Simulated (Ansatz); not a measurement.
Reaction (isomerisation): `FC([SiH3])CBr` → `CC[SiH](F)Br`

Calculated with Ansatz (gas phase, PBE0-D4/def2-TZVP geometries, no zero-point term in ΔE). CCSD(T)/CBS is the MP2 limit (def2-TZVPP, def2-QZVPP) plus CCSD(T) − MP2 in def2-TZVPP, frozen cores. DFT in def2-TZVPP. For Br outer-core shells are correlated without core-valence functions, which leaves a few kJ/mol of doubt a bond. Scalar relativity is left out up to krypton. One conformer a species, not always the lowest.

```
         level  ΔE (kJ/mol)
       PBE0-D4       -384.3
          PBE0       -384.1
MP2/def2-QZVPP       -409.7
 MP2/CBS(def2)       -412.8
```

Problem. What does CCSD(T)/CBS give? (Best estimate.)

Solution. Ansatz gave: -395.7 kJ/mol. The listed levels differ from it by 11.4, 11.6, -14.0, -17.1 kJ/mol.

Largest T1 diagnostic among the species: 0.010.

From PBE to PBE0 (25 % exact exchange), in def2-TZVPP and without D4, ΔE moves by −13.8 kJ/mol.
